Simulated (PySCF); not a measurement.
# Spinor energies of Fe⁺ (iron, charge +1)

Start: [Ar] 3d5 4s2; 3d5/2 filled at m_j = -3/2, -1/2, +1/2, +3/2, +5/2. Calculated with PySCF 2.14 in x2c-TZVPall-2c with one added diffuse shell each of s, p, d type (7s8p5d1f, 63 functions): generalised Hartree-Fock with the X2C-1e Hamiltonian and a Gaussian nucleus; one run each with spin-orbit coupling (SO) switched off, then screened by Boettger's factors. This is a chosen level, not necessarily the ground level.

```json
{"spinor shell": "1s1/2", "electrons": "2", "ε, spin-free (eV)": "-7190.7", "ε, screened SO (eV)": "-7190.6", "weight of nominal j (screened SO)": "1.000", "rms radius, screened SO (bohr)": "0.0675"}
{"spinor shell": "2s1/2", "electrons": "2", "ε, spin-free (eV)": "-898.92", "ε, screened SO (eV)": "-898.90", "weight of nominal j (screened SO)": "1.000", "rms radius, screened SO (bohr)": "0.288"}
{"spinor shell": "2p1/2", "electrons": "2", "ε, spin-free (eV)": "-764.50", "ε, screened SO (eV)": "-773.44", "weight of nominal j (screened SO)": "0.976", "rms radius, screened SO (bohr)": "0.259"}
{"spinor shell": "2p3/2", "electrons": "4", "ε, spin-free (eV)": "-764.50", "ε, screened SO (eV)": "-760.12", "weight of nominal j (screened SO)": "0.988", "rms radius, screened SO (bohr)": "0.261"}
{"spinor shell": "3s1/2", "electrons": "2", "ε, spin-free (eV)": "-131.07", "ε, screened SO (eV)": "-131.07", "weight of nominal j (screened SO)": "1.000", "rms radius, screened SO (bohr)": "0.863"}
{"spinor shell": "3p1/2", "electrons": "2", "ε, spin-free (eV)": "-89.947", "ε, screened SO (eV)": "-90.519", "weight of nominal j (screened SO)": "0.663", "rms radius, screened SO (bohr)": "0.920"}
{"spinor shell": "3p3/2", "electrons": "4", "ε, spin-free (eV)": "-89.947", "ε, screened SO (eV)": "-89.673", "weight of nominal j (screened SO)": "0.832", "rms radius, screened SO (bohr)": "0.925"}
{"spinor shell": "3d5/2", "electrons": "5", "ε, spin-free (eV)": "-34.397", "ε, screened SO (eV)": "-34.395", "weight of nominal j (screened SO)": "0.591", "rms radius, screened SO (bohr)": "1.10"}
{"spinor shell": "4s1/2", "electrons": "2", "ε, spin-free (eV)": "-16.305", "ε, screened SO (eV)": "-16.305", "weight of nominal j (screened SO)": "1.000", "rms radius, screened SO (bohr)": "2.88"}
```

```tsv
quantity	spin-free	screened SO
E (hartree)	-1271.01234	-1271.03229
M_J	5/2	5/2
⟨J²⟩	8.756	8.756
⟨L²⟩	0.000	0.002
⟨S²⟩	8.756	8.753
```

Each row is a mean over spinors that exchange with the open shell spreads, by up to 15.739 eV (3p3/2).

Rows whose weight is well below 1 are mixtures of j = l ± 1/2: exchange outweighs spin-orbit coupling there, and the label is only the starting occupation.

Without spin-orbit coupling the j labels of p, d and f shells carry no meaning; the spin-free column gives the mean over the occupied spinors of each nl shell.
